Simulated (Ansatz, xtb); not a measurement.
## C4H8O3: which of two isomers lies lower

Structure a is `CO[C@@H]1O[C@@H]1OC`, a singlet and structure b is `CO[C@@H]1O[C@H]1OC`, a singlet. Both are isolated molecules in the gas phase, relaxed with PBE-D3(BJ)/def2-SVP; the shapes shown needn't be the lowest conformers.

a (Å):

```yaml
atoms:
  - { symbol: C, position_ang: [0.7389, -2.1280, 1.5542] }
  - { symbol: C, position_ang: [-1.0873, -1.5078, 0.2513] }
  - { symbol: C, position_ang: [-0.8734, -0.1884, -0.3801] }
  - { symbol: C, position_ang: [0.4943, 0.8655, -1.9516] }
  - { symbol: O, position_ang: [-0.0333, -2.3865, 0.3931] }
  - { symbol: O, position_ang: [-1.4967, -1.2855, -1.0772] }
  - { symbol: O, position_ang: [0.4093, 0.1489, -0.7273] }
  - { symbol: H, position_ang: [1.5285, -2.9018, 1.5997] }
  - { symbol: H, position_ang: [0.1294, -2.1931, 2.4874] }
  - { symbol: H, position_ang: [1.2181, -1.1241, 1.5117] }
  - { symbol: H, position_ang: [-1.9067, -1.6563, 0.9926] }
  - { symbol: H, position_ang: [-1.5568, 0.6736, -0.2123] }
  - { symbol: H, position_ang: [0.1460, 0.2448, -2.8060] }
  - { symbol: H, position_ang: [-0.1101, 1.8028, -1.9221] }
  - { symbol: H, position_ang: [1.5572, 1.1305, -2.1045] }
```

b (Å):

```json
{"atom": "C", "x (Å)": "2.9159", "y (Å)": "-0.4157", "z (Å)": "-0.4022"}
{"atom": "C", "x (Å)": "0.6893", "y (Å)": "-0.1435", "z (Å)": "-1.0351"}
{"atom": "C", "x (Å)": "-0.4818", "y (Å)": "0.7253", "z (Å)": "-0.9798"}
{"atom": "C", "x (Å)": "-2.4700", "y (Å)": "1.3450", "z (Å)": "-2.0263"}
{"atom": "O", "x (Å)": "1.5875", "y (Å)": "-0.1157", "z (Å)": "0.0023"}
{"atom": "O", "x (Å)": "0.6046", "y (Å)": "1.0215", "z (Å)": "-1.8766"}
{"atom": "O", "x (Å)": "-1.6607", "y (Å)": "0.2881", "z (Å)": "-1.5301"}
{"atom": "H", "x (Å)": "2.9783", "y (Å)": "-1.4121", "z (Å)": "-0.8997"}
{"atom": "H", "x (Å)": "3.5418", "y (Å)": "-0.4326", "z (Å)": "0.5097"}
{"atom": "H", "x (Å)": "3.3123", "y (Å)": "0.3540", "z (Å)": "-1.1012"}
{"atom": "H", "x (Å)": "0.6378", "y (Å)": "-1.1040", "z (Å)": "-1.5931"}
{"atom": "H", "x (Å)": "-0.5881", "y (Å)": "1.4557", "z (Å)": "-0.1480"}
{"atom": "H", "x (Å)": "-2.7041", "y (Å)": "2.0910", "z (Å)": "-1.2307"}
{"atom": "H", "x (Å)": "-3.4157", "y (Å)": "0.8957", "z (Å)": "-2.3833"}
{"atom": "H", "x (Å)": "-1.9763", "y (Å)": "1.8733", "z (Å)": "-2.8721"}
```

Task: Estimate which is lower in electronic energy at CCSD(T)/def2-SVP + ΔMP2/def2-TZVPP, and by roughly how much.

Result: The CCSD(T)/def2-SVP + ΔMP2/def2-TZVPP calculation puts structure b lower, by 0.164 eV.

The same difference at several levels:

```csv
level,geometry,E(b) − E(a) (eV),departure from the last row (eV),"job, with rough time for the two"
GFN2-xTB,GFN2-xTB,−0.180,−0.016,"optimisation, 0.14 s"
HF/STO-3G,GFN2-xTB,−0.141,+0.022,"single point, 0.42 s"
r2SCAN-D4/def2-SVP,GFN2-xTB,−0.156,+0.008,"single point, 2.5 s"
PBE-D3(BJ)/def2-SVP,PBE-D3(BJ)/def2-SVP,−0.149,+0.015,"optimisation, 18 s"
HF/def2-SVP,PBE-D3(BJ)/def2-SVP,−0.176,−0.012,part of the CCSD(T) run
MP2/def2-SVP,PBE-D3(BJ)/def2-SVP,−0.163,+0.001,part of the CCSD(T) run
CCSD(T)/def2-SVP,PBE-D3(BJ)/def2-SVP,−0.159,+0.005,single point
CCSD(T)/def2-SVP + ΔMP2/def2-TZVPP,PBE-D3(BJ)/def2-SVP,−0.164,,"single point, 64 s"
```

As drawn, both hold the same kinds of bond in the same numbers.

None of the levels shown reverses the order. The largest departure from CCSD(T)/def2-SVP + ΔMP2/def2-TZVPP is that of HF/STO-3G, 0.022 eV. The last row adds to CCSD(T) the change of the MP2 difference between the two basis sets, here −0.005 eV.

With thermal terms from frequencies at re-optimised GFN2-xTB minima (ideal gas, soft modes damped towards free rotors, one conformer each, 298.15 K, 1 atm): on the last row, ΔE + ΔZPE = −0.163, ΔH = −0.161, ΔG = −0.144 eV.

The correlated steps freeze 7 core orbitals. Programs: Ansatz 0.2.0, xtb 6.7.1; the last row on 2 threads of Intel(R) Xeon(R) Gold 6455B (Sapphire Rapids) on a shared host.
